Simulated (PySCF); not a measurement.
**Stationary points of MnO₃I**

These are results of B3LYP/[Mn def2-SVP, O def2-SVP, I def2-SVP with ECP28], scalar-relativistic core potentials, density fitting, no spin–orbit coupling, PySCF, not measurements.

Relaxations began from a few typed shapes. The search is not exhaustive: other isomers or separated fragments can lie lower, and high-lying points may rest on an excited occupation.

(1) Order these stationary points by electronic energy, lowest first, in kJ/mol from the lowest minimum.
A. singlet C2v: Mn–I 3.047 Å, Mn–O 1.549 Å, Mn–O 1.593 Å (×2); I–Mn–O 62.3° (×2), I–Mn–O 180.0°, O–Mn–O 117.7° (×2), O–Mn–O 124.6°
B. singlet C3v: Mn–I 2.505 Å, Mn–O 1.549 Å (×3); I–Mn–O 106.8° (×3), O–Mn–O 112.0° (×3)
C. singlet Cs: Mn–O 1.544 Å, Mn–O 1.549 Å, Mn–O 1.703 Å, O–I 2.001 Å; I–O–Mn 144.4°, O–Mn–O 118.9°, O–Mn–O 119.9°, O–Mn–O 121.2°

(2) Which of them are minima?

Answers

(1) B (0.0), C (68.9), A (246.8).

(2) By energy in kJ/mol, 0.0: minimum; 68.9: not settled, its softest mode being under 30 cm⁻¹; 246.8: saddle point, 2 imaginary modes.

Formally Mn is in oxidation state +7, d0. The polar-tensor charge on Mn, 1.37, is far below the formal one.
